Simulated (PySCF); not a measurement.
A side-by-side comparison of computed properties.

First species: C5H7F3O.
Z-matrix (Å and degrees, GFN2-xTB geometry), rows numbered from 1:
```
C 
C   1  1.5186
C   2  1.5363  1  109.85
F   3  1.3471  2  110.91  1   -64.75
F   3  1.3383  2  112.39  1   176.44
F   3  1.3358  2  113.20  1    55.03
C   2  1.5380  1  118.01  3  -130.10
C   7  1.5320  2   84.67  1  -120.78
O   2  1.4277  1  114.12  3   124.39
H   1  1.0875  2  109.81  3   -59.72
H   1  1.0874  2  109.91  3    60.77
H   1  1.0864  2  109.31  3  -178.89
H   7  1.0863  2  113.89  1    -5.47
H   7  1.0869  2  115.31  1   123.19
H   8  1.0917  7  116.14  2   117.04
H   8  1.0918  7  115.30  2  -111.95
```

Second species: C7H8.
Geometry (GFN2-xTB, Å), atoms numbered from 1 in this order:
```xyz
15
C7H8 angstrom
C      3.4348   -0.0130   -0.0996
C      2.3443   -0.4998    0.0279
C      1.0695   -1.0828    0.1789
C     -0.0583   -0.3868    0.0857
C     -1.5107   -0.7511    0.2001
C     -1.8644    0.7249   -0.0665
C     -0.3645    1.0601   -0.1747
H      4.3876    0.4106   -0.2118
H      1.0506   -2.1474    0.3785
H     -1.8063   -1.1249    1.1808
H     -1.8622   -1.4545   -0.5554
H     -2.3768    1.2175    0.7566
H     -2.4266    0.8919   -0.9823
H      0.0172    1.7440    0.5834
H     -0.0385    1.4193   -1.1507
```

Levels: PBE0/def2-SVPD for dipole moment, HOMO energy, LUMO energy, HOMO–LUMO gap, static isotropic polarisability and electronic spatial extent ⟨r²⟩ about the centre of nuclear charge; TDDFT PBE0/def2-SVPD for lowest singlet excitation; TDA PBE0/def2-SVPD for lowest triplet excitation (Tamm–Dancoff); GFN2-xTB for rotational constant A and rotational constant C. Geometries: GFN2-xTB. Each species is one conformer at its optimised geometry, gas phase, non-relativistic unless stated. Electronic properties by PySCF.

The conformers computed, where there is a choice (atom-mapped SMILES and torsion angles):
- `[CH3:1][C@:2]1([C:3]([F:4])([F:5])[F:6])[CH2:7][CH2:8][O:9]1`: C1–C2–C3–F4 -65°

Which has the higher rotational constant A?

The second: 8.096 GHz against 2.455 GHz, a difference of 5.641 GHz.

Which has the higher ⟨r²⟩?

The first: 1008 bohr² against 890 bohr², a difference of 118 bohr².

Which has the higher rotational constant C?

The first: 1.334 GHz against 1.328 GHz, a difference of 0.006 GHz.

Which has the higher HOMO energy?

The second: -6.59 eV against -7.94 eV, a difference of 1.35 eV.

Which of the two has the higher LUMO energy, and by how much?

The first: 0.62 eV against -0.70 eV, a difference of 1.32 eV.

Which has the higher HOMO–LUMO gap?

The first: 8.56 eV against 5.89 eV, a difference of 2.67 eV.

Which of the two has the higher T1 energy, and by how much?

The first: 6.99 eV against 3.31 eV, a difference of 3.68 eV.

Which has the higher static isotropic polarisability?

The second: 83.1 au against 63.1 au, a difference of 20.0 au.

On the first: No computed singlet falls in the visible range (750 to 380 nm, 1.65 to 3.26 eV); S1 lies 4.11 eV above its blue end. S1 lies 1.19 eV below the HOMO–LUMO gap; its leading configuration is HOMO→LUMO, weight 0.58.

On the second: The vertical singlet–triplet gap S1 − T1 is 2.11 eV (TDDFT singlet less Tamm–Dancoff triplet; S1: HOMO→LUMO, weight 0.91; T1: HOMO→LUMO, weight 0.95). In wavenumbers S1 is 43700 cm⁻¹ (1 eV = 8065.54 cm⁻¹).
